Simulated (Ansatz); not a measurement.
The cluster Re₃⁻. The state is a triplet with charge -1. Geometry PBE0-D4/def2-TZVPD; atoms count from 1.

```xyz
3

Re   -0.913    0.264    0.869
Re   -0.482    0.068   -1.192
Re    1.394   -0.332    0.323
```

In the def2 sets Re takes a core potential; there is no spin–orbit coupling. The charge -1 triplet is spin-contaminated (final ⟨S²⟩ up to 3.39, 2.00 for a pure state). At PBE0-D4/def2-TZVPD a quintet of charge -1 lies 0.17 eV below the triplet, each at its own geometry. The structure comes from a short search, and lower isomers may exist.

Problem. Estimate the Mulliken populations from the PBE0/def2-TZVPD orbitals of Ansatz.

Solution. 
```json
{"atom": "Re1", "charge (e)": "-0.34", "spin (α − β)": "-0.81", "d electrons": "5.42"}
{"atom": "Re2", "charge (e)": "-0.34", "spin (α − β)": "-0.81", "d electrons": "5.42"}
{"atom": "Re3", "charge (e)": "-0.32", "spin (α − β)": "3.62", "d electrons": "5.41"}
```
Mulliken values depend strongly on the basis. With diffuse functions, as here, like atoms can get unlike values, and bond orders can come out too low or too high.

Problem. Where does the spin sit?

Solution. Summed by element: Re 2.00, of 2 unpaired in all. Largest on single atoms: Re3 3.62, Re1 -0.81, Re2 -0.81.

Problem. And the Mayer bond orders between heavy atoms (over 0.3)?

Solution. Re1–Re2 4.11 (2.12 Å); Re1–Re3 1.99 (2.44 Å); Re2–Re3 1.99 (2.44 Å).
